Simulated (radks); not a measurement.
Results of a calculation; reference values are marked as such.
Species: Pm3+. Configuration: [Xe] 4f4. Code: a radial shooting solver on a logarithmic mesh with Libxc functionals. Model: scalar-relativistic Kohn-Sham, exchange-only r2SCAN, spin-polarised, spherical densities, finite nucleus; open shells are filled with parallel spins first (spin-orbit coupling, left out, can overturn this in heavy ions); meta-GGA in the generalised Kohn-Sham scheme; Fermi nuclear charge, rms radius 4.962 fm.

Radial electron density D(r) = 4 pi r^2 rho(r):

r (bohr),D(r) (e/bohr),spin D(r)
0.0009452,3.085,0.0000196
0.001251,4.907,0.0000311
0.001655,7.712,0.0000487
0.002189,11.93,0.0000748
0.002874,17.85,0.000111
0.003802,26.30,0.000161
0.005031,37.36,0.000224
0.006604,50.20,0.000292
0.008737,63.99,0.000353
0.01156,75.39,0.000383
0.0153,80.77,0.000363
0.02008,78.64,0.000306
0.02657,72.65,0.000266
0.03515,72.57,0.000223
0.04651,85.73,-0.000366
0.06104,103.0,-0.00287
0.08077,104.5,-0.00795
0.1069,86.69,-0.00537
0.1414,79.92,0.0506
0.1856,92.13,0.265
0.2456,82.26,0.832
0.3249,46.64,1.90
0.4265,36.57,3.29
0.5643,43.00,4.30
0.7467,30.25,4.12
0.9879,14.99,3.06
1.297,10.04,1.74
1.716,6.304,0.622
2.27,2.210,0.106
3.004,0.3580,0.00724
3.943,0.02531,0.000738
5.217,0.0005619,0.0000684

D(r) has 4 maxima, at r = 0.0160, 0.0716, 0.201, 0.555 bohr, and minima at 0.0309, 0.132, 0.400 bohr, inside which lie 1.95, 11.13, 29.12 electrons.
